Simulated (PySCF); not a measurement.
**Field gradients at the hydrogen positions**

Species: C6H12F2OSi.
Numbering: `[CH3:1][C@@H:2]([SiH3:3])[C@@:4]([CH3:5])([CH:6]=[O:7])[CH:8]([F:9])[F:10]` (hydrogens: H11, H12, H13 on C1; H14 on C2; H15, H16, H17 on Si3; H18, H19, H20 on C5; H21 on C6; H22 on C8)

Geometry (GFN2-xTB, Å), atoms numbered from 1 in this order:
```
atom  x, y, z in Å
C1     1.2892    0.1965   -1.5358
C2     0.7668   -0.4196   -0.2360
Si3    1.9093    0.0386    1.2408
C4    -0.7351   -0.1043   -0.0467
C5    -1.0687    1.3847   -0.0438
C6    -1.4809   -0.8246   -1.1636
O7    -1.5373   -2.0157   -1.2728
C8    -1.2316   -0.7418    1.2566
F9    -2.5768   -0.6153    1.3702
F10   -0.7193   -0.1153    2.3443
H11    0.6698   -0.0862   -2.3865
H12    2.2988   -0.1587   -1.7267
H13    1.3251    1.2813   -1.4768
H14    0.8262   -1.5087   -0.3535
H15    1.7868   -0.9657    2.2925
H16    3.2677    0.0042    0.6934
H17    1.6256    1.3825    1.7350
H18   -0.4868    1.9025    0.7136
H19   -2.1252    1.5259    0.1785
H20   -0.8594    1.8261   -1.0139
H21   -1.9675   -0.1557   -1.8974
H22   -0.9872   -1.8112    1.3277
```

Level: PBE0/pcSseg-1 (PySCF, non-relativistic); Q(2H) = 0.00286 b; rigid geometry, the same for H and D, with no vibrational averaging.

**Question.** Rank these positions by the coupling χzz of a deuteron there, largest first.
A. H15 (Si–H hydrogen)
B. H20 (methyl hydrogen)
C. H14 (methine hydrogen)
D. H22 (methine hydrogen)
E. H11 (methyl hydrogen)

**Answer.** B (213 kHz), E (208 kHz), C (195 kHz), D (180 kHz), A (111 kHz).

**Question.** What are Vzz, η and χzz (234.96 MHz × Q × Vzz) at all hydrogens?

**Answer.** 
```tsv
atom	bonded to	bond length (Å)	Vzz (au)	η	χzz (kHz)
H11	C1	1.090	0.3099	0.04	208
H12	C1	1.087	0.3138	0.02	211
H13	C1	1.087	0.3140	0.02	211
H14	C2	1.097	0.2909	0.04	195
H15	Si3	1.459	0.1655	0.03	111
H16	Si3	1.465	0.1614	0.02	108
H17	Si3	1.460	0.1668	0.03	112
H18	C5	1.086	0.3131	0.03	210
H19	C5	1.089	0.3082	0.02	207
H20	C5	1.086	0.3168	0.02	213
H21	C6	1.106	0.2715	0.01	182
H22	C8	1.099	0.2679	0.04	180
```

**Question.** Average by the element that carries the hydrogen.

**Answer.** on C: 202 kHz over 9 positions, mean bond length 1.092 Å; on Si: 111 kHz over 3 positions, mean bond length 1.461 Å.

**Question.** How does χzz go with the bond length over the 9 C–H bonds?

**Answer.** A straight-line fit has a slope of -17.5 kHz for each 0.01 Å, with a correlation coefficient of -0.95, over lengths from 1.086 to 1.106 Å. The longer bonds have the smaller couplings here.

The structure is a single GFN2-xTB conformer in the gas phase; no vibrational or solvent corrections. GFN2-xTB bond lengths can be off by several hundredths of an ångström, more for odd bonds, and the gradients follow them. The basis is small and wasn't made for field gradients, so the couplings can be 20 % off.
